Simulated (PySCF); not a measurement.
## Fractional electron number in Tc (technetium, neutral)

The 5s beta orbital of [Kr] 4d5 5s2 is emptied in steps (occupation f), with all orbitals relaxed, ending at [Kr] 4d5 5s1. Computed with PySCF 2.14 in def2-SVP with the def2 core potential (28 electrons), with scalar relativity through the core potential. The exact energy is a straight line in f; departures are measured from the line between the end points of the same method.

```
  f  BHandHLYP (eV)
  1           0.000
0.9          -0.135
0.7          -0.320
0.5          -0.387
0.3          -0.332
0.1          -0.144
  0           0.000
```

```tsv
method	E(f=0) − E(f=1) (eV)	−ε at f=1 (eV)	−ε at f=0.5 (eV)
BHandHLYP	7.017	5.526	6.982
```

Orbital energy along the path (eV):

```json
{"f": "1", "BHandHLYP": "-5.526"}
{"f": "0.9", "BHandHLYP": "-5.806"}
{"f": "0.7", "BHandHLYP": "-6.382"}
{"f": "0.5", "BHandHLYP": "-6.982"}
{"f": "0.3", "BHandHLYP": "-7.617"}
{"f": "0.1", "BHandHLYP": "-8.296"}
{"f": "0", "BHandHLYP": "-8.572"}
```

Reference removal energy between the ground levels: 7.119 eV (measured; NIST Atomic Spectra Database, ionization energies).
